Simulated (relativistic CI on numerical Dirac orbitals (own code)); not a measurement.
# One change at a time: Cu²¹⁺

Base calculation: Dirac-Coulomb-Breit CI, separate exchange-only KLI orbitals for each configuration, model QED (radiative potential, 1s self-energy scaled to tabulated hydrogen-like ionisation energies), unscaled Slater integrals.

CI space (outside the closed core 1s2): 2s2.2p4, 2s.2p5, 2p6, 2p5.3s, 2p5.3p, 2p5.3d, 2s2.2p3.3s, 2s2.2p3.3p, 2s2.2p3.3d, 2s.2p4.3s, 2s.2p4.3p, 2s.2p4.3d, 2s2.2p3.4s, 2s2.2p3.4p, 2s2.2p3.4d, 2s2.2p3.4f, 2s.2p4.4s, 2s.2p4.4p, 2s.2p4.4d, 2s2.2p2.3s2, 2s.2p4.4f, 2s2.2p3.5s, 2s2.2p3.5p, 2s2.2p2.3s.3p, 2s2.2p3.5d, 2s2.2p3.5f, 2s2.2p3.5g, 2s2.2p2.3p2, 2s2.2p2.3s.3d, 2s2.2p2.3p.3d, 2s.2p3.3s2, 2s2.2p2.3d2, 2s.2p3.3s.3p, 2s.2p4.5s, 2s.2p4.5p, 2s.2p3.3p2. Levels of other configurations are missing.

Variants: (1) P86 correlation estimate; (2) one mean potential for all configurations. Shifts of the energy above 2s2.2p4 3P_2, in eV, for the lowest level and the first level of each name with at least 55 % of one term (blank where a level changes its place among those of its configuration and J or its character, or is not in the variant):

```
           Level     Base   Δ(1)   Δ(2)
    2s2.2p4 3P_2     0.00   0.00   0.00
    2s2.2p4 3P_0    12.59   0.00   0.00
    2s2.2p4 3P_1    18.79   0.00  +0.01
    2s2.2p4 1D_2    29.76   0.00  +0.01
    2s2.2p4 1S_0    56.57  +0.01  +0.02
    2s.2p5 3P°_2   138.38  +0.33  -0.01
    2s.2p5 3P°_1   150.16  +0.33  -0.01
    2s.2p5 3P°_0   160.12  +0.33  -0.01
    2s.2p5 1P°_1   191.65  +0.33  -0.01
        2p6 1S_0   319.54  +0.57  +0.11
2s2.2p3.3s 5S°_2  1076.76  +1.33  +1.10
2s2.2p3.3s 3S°_1  1083.36  +1.33  +0.86
2s2.2p3.3s 3D°_1  1101.33  +1.33  +0.94
2s2.2p3.3s 3D°_3  1107.15  +1.33  +0.99
2s2.2p3.3s 1D°_2  1109.93  +1.32  +0.90
 2s2.2p3.3p 5P_1  1110.70  +1.50  +1.02
 2s2.2p3.3p 5P_2  1111.28  +1.50  +1.01
 2s2.2p3.3p 5P_3  1115.95  +1.50  +1.05
 2s2.2p3.3p 3P_1  1118.81  +1.50  +0.97
2s2.2p3.3s 3P°_0  1118.96  +1.33  +0.92
2s2.2p3.3s 3P°_1  1120.16  +1.33  +0.89
 2s2.2p3.3p 3P_0  1126.26  +1.50  +1.02
```

At this charge energies of transitions that change n are usually good to better than 1 %, and those within a shell (Δn = 0) to a few per cent.

Ionisation energy from the two ground configurations alone: base 1915.5 eV; P86 correlation estimate 1917.1 eV. The NIST ASD value (semi-empirical) is 1918 eV.

LS names give the leading component of a level, which can be under half, so a name can repeat, a term be missing and a line seem to break the LS rules.
